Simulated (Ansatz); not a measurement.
A geometry relaxed with B3LYP-D3(BJ)/def2-SVP in Ansatz (an electronic-structure program), charge 0, multiplicity 1:

```xyz
18

O     -1.1740    -1.5082     0.7074
C     -2.5627    -1.7546     0.6572
F      2.2883     2.0258    -0.0612
Si     1.8960    -0.6576     0.2841
Si    -0.3623    -0.4637    -0.3229
C      2.7772     0.8572    -0.5488
H     -2.8167    -2.4905     1.4356
H     -3.1519    -0.8374     0.8448
H     -2.8721    -2.1665    -0.3218
F      4.1100     0.8840    -0.3711
H     -0.5400    -0.8837    -1.7508
H     -0.4616     2.6097    -1.1512
Si    -1.0829     1.7719    -0.0869
F      2.5492     0.8704    -1.8833
H      2.5731    -1.8835    -0.2198
H      2.0992    -0.5159     1.7511
H     -0.6989     2.2948     1.2557
H     -2.5699     1.8479    -0.2183
```

Problem. Write the SMILES of this molecule.

Solution. `CO[Si@@H]([SiH3])[SiH2]C(F)(F)F`
